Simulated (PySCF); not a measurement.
C2H5BN2, SMILES N1CB(C=1)N.

The structure is a stationary point at PBE0-D3(BJ)/def2-SVP. This is a generated structure with no PubChem entry under its InChIKey; it may be hypothetical. Other conformers were not sampled.

The numbers are results of PBE/def2-TZVP in PySCF, not measurements.

Symmetry labels are those of the subgroup Cs that the program uses (full group Cs).

Computed valence orbital energies around the gap with their symmetry:
| orbital | symmetry | energy (eV) |
|---|---|---|
| HOMO−7 | A' | -12.41 |
| HOMO−6 | A' | -11.50 |
| HOMO−5 | A" | -10.49 |
| HOMO−4 | A' | -9.49 |
| HOMO−3 | A" | -7.59 |
| HOMO−2 | A" | -7.06 |
| HOMO−1 | A' | -7.01 |
| HOMO | A' | -5.38 |
| LUMO | A" | -2.05 |
| LUMO+1 | A' | -0.10 |
| LUMO+2 | A" | 0.86 |
| LUMO+3 | A' | 1.11 |
